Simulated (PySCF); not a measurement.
C₂H₅S, SMILES CC[S], multiplicity 2. Atoms are numbered in the order given.

```xyz
8

C     -0.3323    -1.6116     0.0000
C      0.6163    -0.4303     0.0000
S     -0.1592     1.1804     0.0000
H     -0.9750    -1.5937     0.8817
H      0.2244    -2.5533     0.0000
H     -0.9750    -1.5937    -0.8817
H      1.2847    -0.4475     0.8693
H      1.2847    -0.4475    -0.8693
```
Charge 0, spin multiplicity 2.

Geometry: PBE0-D3(BJ)/def2-TZVP. The isomer is the one that the SMILES or the coordinates give; other isomers of the formula were not compared.

These are PySCF with PBE/def2-TZVPD values and carry that method's errors.

The molecule is in vacuum.

```yaml
total_energy: -477.12624 hartree
point_group: Cs
"α spin, highest occupied and lowest empty level": -5.69 and -0.46 eV
"β spin, highest occupied and lowest empty level": -5.38 and -4.94 eV
dipole_moment: 1.87 D
quadrupole, principal values (traceless, Buckingham form, about the centre of nuclear charge): -2.46, 0.14, 2.33 D·Å
mean_static_polarisability: 50.0 bohr³ (7.41 Å³)
polarisability_principal_values: 41.2, 47.4, 61.5 bohr³
"⟨S²⟩": 0.754 (pure state 0.75)
```
